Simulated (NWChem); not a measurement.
# Ionisation of HP

```xyz
2

P      0.0000     0.0000     0.0898
H      0.0000     0.0000    -1.3473
```
Charge 0, spin multiplicity 3.

All runs are NWChem calculations. The geometry was optimised at UPBE0/def2-SVP, a minimum by its harmonic frequencies.

Basis set: def2-TZVP. −ε marks an orbital energy of the parent.

This spin state was chosen for the runs; another may lie lower. The structure started from a generated list of species. The unpaired electrons of the parent sit in orbitals of symmetry b1 and b2 (C2v labels of the run); other states weren't searched. No SCF solution was tested for a lower state. Open-shell Hartree-Fock references start from PBE0 orbitals.

Q: One of these methods gave a first vertical ionisation energy of 10.02 eV. Which?
(A) evGW@PBE
(B) −ε(alpha HOMO) of HF
(C) −ε(alpha HOMO) of PBE
(D) G0W0@PBE0

A: A, evGW@PBE. The others give 6.13 (−ε(alpha HOMO) of PBE), 9.81 (G0W0@PBE0), 10.49 (−ε(alpha HOMO) of HF).
